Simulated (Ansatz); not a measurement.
`CBI` + `C=N` → `C=NBI` + CH₄ at 500 K and 1 bar (ligand exchange at a B–C bond).

Gas-phase electronic energies from Ansatz, PBE0-D4/def2-TZVP geometries. CBS: MP2 limit from def2 TZ/QZ plus the TZ coupled-cluster correction, frozen cores. This one scheme is used for every species. Elements past krypton have def2 core potentials. For I outer-core shells are correlated without core-valence functions, which leaves a few kJ/mol of doubt a bond. Each species was taken in one conformer, which may not be the lowest.

```tsv
species	CCSD(T)/CBS energy (Eh)	H − E (kJ/mol)	S (J/(mol·K))
`CBI`	-362.71826	158.8	347.7
`C=N`	-94.52360	124.2	249.5
`C=NBI`	-416.81780	148.3	359.0
CH₄	-40.46206	135.6	206.8
```

H − E and S are ideal-gas, rigid-rotor, harmonic terms from PBE0-D4/def2-TZVP, for one conformer and one mirror image of each species. 1 Eh = 2625.50 kJ/mol, R = 8.31446 J/(mol·K).

Q: By hand: ΔE, ΔH, ΔS and ΔG.

A: ΔE = (-416.81780) + (-40.46206) − (-362.71826) − (-94.52360) = -0.03800 Eh = -99.8 kJ/mol. Δ(H − E) = 148.3 + 135.6 − 158.8 − 124.2 = 0.9, so ΔH = -98.9 kJ/mol. ΔS = 359.0 + 206.8 − 347.7 − 249.5 = -31.4 J/(mol·K). ΔG = -98.9 − 500 × (-31.4)/1000 = -83.2 kJ/mol.

Q: By hand: the equilibrium constant, and the temperature at which ΔG would vanish if ΔH and ΔS stayed fixed.

A: log₁₀ K = −ΔG/(RT ln 10) = 8.7. ΔG = 0 at ΔH/ΔS = 3150 K, far beyond where these terms or the molecules hold.

ΔH outweighs TΔS. A doubt of 5 kJ/mol in ΔE shifts log₁₀ K by 0.5 here. Other conformers and mirror images would add mixing entropy, several J/(mol·K) or more a flexible species. Modes under 60 cm⁻¹, often nearly free rotors, make the harmonic entropy too high. These are equilibria of isolated gas molecules and say nothing of rates. Largest T1 diagnostic: 0.013 (customary marks: 0.02 for closed shells, 0.045 for open ones).
